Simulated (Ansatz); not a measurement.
One change: `[AlH2][SiH]1C[SiH2]1` becomes `F[SiH2][SiH]1C[SiH2]1`.

Ansatz, PBE0-D4/def2-TZVP geometries, multiplicity 1. Each molecule was computed in one conformer, which needn't be the lowest.

```json
{"property": "size of the dipole moment (PBE/def2-TZVPP) / D", "`[AlH2][SiH]1C[SiH2]1`": "1.94"}
{"property": "HOMO energy (B3LYP/def2-TZVPP) / eV", "`[AlH2][SiH]1C[SiH2]1`": "-6.55"}
{"property": "HOMO–LUMO gap (B3LYP/def2-TZVPP) / eV", "`[AlH2][SiH]1C[SiH2]1`": "4.41"}
{"property": "LUMO energy (PBE/def2-TZVPP) / eV", "`[AlH2][SiH]1C[SiH2]1`": "-2.72"}
{"property": "HOMO energy (PBE/def2-TZVPP) / eV", "`[AlH2][SiH]1C[SiH2]1`": "-5.88"}
{"property": "LUMO energy (B3LYP/def2-TZVPP) / eV", "`[AlH2][SiH]1C[SiH2]1`": "-2.14"}
```

Task: Give the same properties after the change, and the shifts. (An estimate is asked.)

Result: Ansatz gave: 
| property | `F[SiH2][SiH]1C[SiH2]1` | shift |
| --- | --- | --- |
| size of the dipole moment (PBE/def2-TZVPP) / D | 1.30 | -0.64 |
| HOMO energy (B3LYP/def2-TZVPP) / eV | -6.63 | -0.08 |
| HOMO–LUMO gap (B3LYP/def2-TZVPP) / eV | 5.49 | 1.08 |
| LUMO energy (PBE/def2-TZVPP) / eV | -1.79 | 0.93 |
| HOMO energy (PBE/def2-TZVPP) / eV | -5.87 | 0.01 |
| LUMO energy (B3LYP/def2-TZVPP) / eV | -1.14 | 1.00 |

With PBE0 the HOMO falls by 0.09 eV and the LUMO rises by 1.01 eV, so the gap widens by about 1.10 eV. PBE moves the HOMO by 0.01 eV and ωB97M-V by -0.20 eV. Dipoles are sizes alone; their direction can turn.

B3LYP here is the variant with VWN-RPA as its local correlation; programs differ in this.
